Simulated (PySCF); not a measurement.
H2SSn, SMILES [SH][SnH] (connectivity only; charge and spin as stated), neutral, multiplicity 1.

Geometry: B3LYP-D3(BJ)/def2-TZVP. The def2 effective core potentials stand for the cores of Sn; spin–orbit coupling is left out.

Calculation: B3LYP-D3(BJ)/def2-TZVP in PySCF.

Frequencies are harmonic and unscaled.

```tsv
mode	ν (cm⁻¹)	IR (km/mol)	moving atoms (share of kinetic energy)
1	333	35.6	S 77 %, Sn 22 %
2	483	0.1	H 98 %
3	504	15.1	H 98 %
4	739	22.6	H 95 %
5	1701	386.1	H 99 %
6	2666	0.9	H 97 %
```
